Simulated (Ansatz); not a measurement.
The cluster ZrGe10, relaxed as a singlet with RKS r2SCAN-D4/def2-SVP in Ansatz, starting from the GFN2-xTB geometry. Force threshold 0.03 eV/Å.

In the def2 sets Zr takes a core potential; there is no spin–orbit coupling. The restricted singlet is unstable towards broken spin symmetry in Hartree–Fock (as tested in another run); at r2SCAN-D4/def2-SVP this wasn't settled. The relaxation made no stability test and no search for a lower SCF solution. No other spin state of charge 0 was run. The structure comes from a short search, and lower isomers may exist.

Start:

```xyz
11

Zr    0.2936    0.7068   -0.2172
Ge   -1.1726    1.1175    2.1628
Ge    2.0981   -1.2633   -1.1441
Ge    0.4450   -1.3736    1.4248
Ge    0.6309   -0.1400   -2.7943
Ge   -1.8057    0.3098   -2.0079
Ge   -2.0672   -0.7174    0.4907
Ge   -0.4666   -1.8815   -1.1250
Ge   -2.1613    1.8900    0.0300
Ge    2.8361    0.1483    0.8432
Ge    1.3696    1.2033    2.3370
```

Question: Estimate the energy that the relaxation releases and the steps that it takes.

Answer: 42.8 kcal/mol, in 14 steps; 1.8 min on 2 threads of AMD EPYC 7R13 on a shared host and a share (18 GiB) of an NVIDIA H100 80GB HBM3. No frequencies were taken in this run, so the end may be a saddle point.

Question: Does the start keep its bonding?

Answer: Bonds lost: Ge2–Ge9 (atoms count from 1).

Question: Predict the relaxed structure.

Answer: 
```xyz
11

Zr    0.243    1.159   -0.238
Ge   -0.777    1.243    2.302
Ge    1.982   -1.254   -1.163
Ge    0.384   -1.317    1.466
Ge    0.664    0.102   -2.749
Ge   -1.763   -0.024   -2.274
Ge   -2.054   -0.486    0.695
Ge   -0.511   -1.911   -0.894
Ge   -2.422    1.653   -0.581
Ge    2.681    0.293    0.633
Ge    1.573    0.541    2.803
```
Bond lengths: 14 × Ge–Ge 2.45 to 2.69 Å; 10 × Ge–Zr 2.73 to 3.38 Å.
